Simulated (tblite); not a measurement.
A tight-binding relaxation on `N#C[C@H]1C=[C][CH2][GeH2]1` [radical].

Computed with GFN2-xTB geometry optimisation, gas phase (tblite 0.8.0). Start geometry: from a force field or distance geometry. The command runs a driver script over a list of jobs; the input below is this job's line of settings and its coordinates in Å.

Command:
```bash
OMP_NUM_THREADS=1 python probes_run.py task.json out
```

Input:
```
{"job": {"kind": "relax", "xc": "GFN2-xTB", "basis": "xTB"}, "charge": 0, "multiplicity": 2}
N     -2.953200     1.052400     1.122900
C     -2.014000     0.442700     0.895000
C     -0.791300    -0.340700     0.620600
C     -0.771500    -0.858900    -0.767000
C      0.309100    -0.826700    -1.425700
C      1.549100    -0.271200    -0.917000
Ge     0.754300     0.841000     0.511100
H     -0.637900    -1.141700     1.371400
H     -1.712200    -1.306700    -1.192000
H      2.073700     0.370000    -1.646400
H      2.216300    -1.006800    -0.420700
H      0.387800     2.235800     0.021600
H      1.585600     0.811200     1.808500
```

Output:
```
step      E/eV     max force
  0    -501.22880    4.153
  1    -501.37355    2.923
  2    -501.45623    3.308
  3    -501.47121    2.651
  4    -501.53190    0.535
  5    -501.54808    0.342
  6    -501.57471    0.433
  7    -501.58190    0.299
  8    -501.59151    0.303
  9    -501.60088    0.432
... (52 lines left out)
 62    -501.68409    0.059
 63    -501.68427    0.043
 64    -501.68444    0.036
 65    -501.68462    0.037
 66    -501.68478    0.037
 67    -501.68488    0.038
 68    -501.68492    0.020
 69    -501.68495    0.013
 70    -501.68497    0.013
 71    -501.68499    0.009
```

«max force» is the largest atomic force in eV/Å.

Q: From which step on does the largest force stay under 0.1 eV/Å, and how much energy is left to gain from there?

A: From step 51 (0.063 eV/Å), 4.9 meV above the end.

In short: energy lowered by 10.5 kcal/mol over 71 steps; largest atomic force 0.009 eV/Å at the end.

Q: Where do the atoms end?

A: 0.495 Å rms from the input after alignment:
```
atom  x, y, z in Å
N1    -2.8691    1.3045    0.4198
C2    -1.9829    0.5913    0.5623
C3    -0.8605   -0.2760    0.6914
C4    -0.7365   -1.1595   -0.5702
C5     0.3348   -1.0128   -1.2863
C6     1.4512   -0.1203   -1.0677
Ge7    0.8776    0.7617    0.6892
H8    -0.9902   -0.9006    1.5798
H9    -1.5505   -1.8325   -0.7824
H10    1.5528    0.6172   -1.8642
H11    2.3978   -0.6501   -0.9593
H12    0.6510    2.2538    0.6660
H13    1.7201    0.4237    1.9038
```

The run took 0.42 s of wall time on one thread, Arm Neoverse V1 (aarch64), no GPU, shared host with 32 logical CPUs at a one-minute load of 71.
Labels such as C1 count atoms from 1, the log's own numbers from 0.
